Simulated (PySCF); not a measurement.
Species: CH10ClGe3P.
Numbering: `[CH3:1][GeH2:2][Ge@H:3]([PH2:4])[GeH2:5][Cl:6]` (hydrogens: H7, H8, H9 on C1; H10, H11 on Ge2; H12 on Ge3; H13, H14 on P4; H15, H16 on Ge5)

Method used: core-valence-separated Tamm–Dancoff BHandHLYP/aug-pcX-1 (pcseg-1 on H, def2-SVPD on Cl, def2-SVPD on Ge, def2-SVPD on P) in PySCF, non-relativistic, gas phase, PBE0-D3(BJ)/def2-SVP geometry. Absolute energies from this functional tend to lie a few eV below measured edges; no shift was applied.

(1) Give energies, oscillator strengths and core holes at the C K edge.

Answers

(1) 
```csv
E (eV),f,core hole on,main final orbital
284.94,0.0167,C1,spread
285.52,0.0215,C1,LUMO+4 (41 %)
286.02,0.0149,C1,spread
286.16,0.0191,C1,spread
286.42,0.0125,C1,LUMO+1 (31 %)
286.45,0.0006,C1,LUMO+2 (48 %)
286.66,0.0087,C1,LUMO+6 (47 %)
```

The first line with a tenth or more of the strongest one's intensity is at 284.94 eV (f = 0.017), with the hole on C1 (sp3 carbon bound to germanium). The strongest listed is at 285.52 eV (f = 0.021; C1).

Roots within 0.03 eV whose holes lie on the same, on equivalent or on shared atoms are summed into one line, and the highest roots are left out, as the search may have cut off their partners. Final orbitals are the ground state's empty Kohn–Sham orbitals.

Q: What is the summed oscillator strength of the listed C K lines, and their intensity-weighted mean energy?

A: Σf = 0.094 over 7 lines from 284.94 to 286.66 eV; the weighted mean is 285.86 eV. The strongest line holds 23 % of the sum.

The ionisation thresholds weren't computed; near and above them a finite basis only mimics Rydberg series and continuum. The BHandHLYP/aug-pcX-1 (pcseg-1 on H, def2-SVPD on Cl, def2-SVPD on Ge, def2-SVPD on P) calculation is non-relativistic and has no spin–orbit coupling, an omission that weighs most on germanium.

Cost: about 80 s of CPU time on one thread; the machine was shared, so the figure is rough.

Conformer computed: `[CH3:1][GeH2:2][Ge@H:3]([PH2:4])[GeH2:5][Cl:6]`: C1–Ge2–Ge3–P4 -176°, Ge2–Ge3–Ge5–Cl6 -52°, H–P4–Ge3–Ge2 -43°, H–P4–Ge3–Ge2 51°.

One conformer stands for the species.
